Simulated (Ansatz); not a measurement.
H2ClGeN, SMILES `[NH2][Ge][Cl]` (lower singlet) (charge 0, multiplicity 1). This singlet lies 2.62 eV below the relaxed triplet at the level frozen-core CCSD(T)/cc-pVTZ // B3LYP-D3(BJ)/def2-TZVP (Ansatz, a program for electronic structure).

Calculation: BLYP/cc-pVTZ // B3LYP-D3(BJ)/def2-TZVP run with Ansatz.

Ansatz 0.2 input:
```yaml
crystal:
  periodic: [false, false, false]
  atoms:
    - { symbol: N, position_ang: [-0.706956, 0.000397, 0.022869] }
    - { symbol: Ge, position_ang: [0.738163, -0.927548, 0.636017] }
    - { symbol: Cl, position_ang: [2.27263, 0.371566, -0.340732] }
    - { symbol: H, position_ang: [-0.648795, 0.820876, -0.563342] }
    - { symbol: H, position_ang: [-1.655042, -0.26529, 0.245189] }
basis:
  gaussian: { orbitals: cc-pVTZ }
hamiltonian:
  xc: blyp
```

Output:

```
Functional definition: BLYP
925 factors; their error is unknown
mean field evaluation 1: about -70556.9986 eV, gradient 8.0e1 eV
mean field evaluation 2: about -70489.3289 eV, gradient 1.5e2 eV
mean field evaluation 4: about -70567.8869 eV, gradient 1.8e1 eV
mean field evaluation 8: about -70568.7308 eV, gradient 1.2e-1 eV
mean field evaluation 16: about -70568.7133 eV, gradient 1.2e-4 eV
mean field -70568.71334680 eV, -2593.3523823030 hartree, gradient 3.3e-5 eV, S^2 0.000000; 0 other end points of the search recorded, 0 dependent functions left out
reference -70568.71362824 eV, -2593.3523926459 hartree; 29, 29 occupied and 106, 106 virtual orbitals, 925 factors
Total energy: -70568.71362824 eV, -2593.3523926459 hartree
```
